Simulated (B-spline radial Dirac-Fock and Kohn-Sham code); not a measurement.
Form factor and incoherent scattering function of Re⁶⁰⁺

System: the Re⁶⁰⁺ ion, configuration [Ne] 3s2 3p3.

Model: configuration-average Dirac-Fock orbitals. Program: a B-spline atomic structure program. f₀ is the Fourier transform of the spherical electron density, S the Waller-Hartree incoherent function, and s = sin θ/λ.

```csv
s (Å⁻¹),f₀,S
0,15.000,0.000
0.05,14.996,0.005
0.1,14.983,0.022
0.15,14.961,0.048
0.2,14.931,0.086
0.25,14.893,0.133
0.3,14.846,0.191
0.35,14.792,0.259
0.4,14.729,0.336
0.45,14.659,0.422
0.5,14.581,0.517
0.6,14.403,0.732
0.7,14.198,0.975
0.8,13.968,1.244
0.9,13.716,1.533
1,13.444,1.838
1.1,13.156,2.155
1.2,12.854,2.480
1.4,12.219,3.136
1.6,11.564,3.780
1.8,10.908,4.395
2,10.268,4.967
2.5,8.818,6.195
3,7.649,7.172
3.5,6.751,7.979
4,6.053,8.682
5,4.969,9.893
6,4.052,10.892
```

f₀ starts at the number of electrons, 15, and has fallen to half at s ≈ 3.08 Å⁻¹. The sum of ⟨r²⟩ over the electrons is 0.2336 bohr².

Values without a named source are computed, but for edge energies of neutral atoms, which are taken from tables.
